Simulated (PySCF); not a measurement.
**Computed properties of Ge(H)2(F)(OH) (FGeH3O), SMILES [OH][GeH2][F]**

Ge(H)2(F)(OH) (FGeH3O), SMILES [GeH2]([OH])[F]. Geometry optimised at B3LYP-D3(BJ)/def2-TZVP. The values are those of a single conformer. All values are computed for the isolated molecule unless a solvent is named; none is compared with measurement here.

**Structure.** All 12 harmonic modes at B3LYP-D3(BJ)/def2-TZVP (PySCF) are real, so it is a minimum. With heavy atoms numbered as in [GeH2:1]([OH:2])[F:3], the shortest bond between them is Ge1–F3 at 1.750 Å and the longest Ge1–O2 at 1.771 Å.

**Vibrations.** The strongest infrared lines (harmonic, unscaled, degenerate partners summed) lie at 720 cm⁻¹ (127 km/mol, O 76 %, Ge 20 %), 682 cm⁻¹ (108 km/mol, F 77 %, Ge 21 %), 934 cm⁻¹ (102 km/mol, H 90 %, O 8 %). The softest mode is at 204 cm⁻¹ and the zero-point energy is 19.9 kcal/mol.

**Electronic structure.** B3LYP/def2-TZVPD (PySCF) places the frontier levels at -9.09 and -0.58 eV, a gap of 8.51 eV, and gives a dipole moment of 2.02 D and a mean polarisability of 35.5 bohr³.

**Excitations.** TDA-B3LYP/def2-SVPD (PySCF) has S1 at 7.45 eV (166 nm, f = 0.029, weak); the most intense of the 10 singlets computed lies at 8.98 eV (f = 0.18). T1 (TDA) is at 6.94 eV, 0.51 eV under S1. No vertical singlet excitation falls in the visible range (under 3.1 eV).

**NMR.** GIAO shifts at PBE0/pcSseg-2 (PySCF) (non-relativistic, atoms alike by connectivity averaged): ¹H from 2.0 to 6.0 ppm against TMS; ¹⁹F at -191.4 ppm against CFCl3.
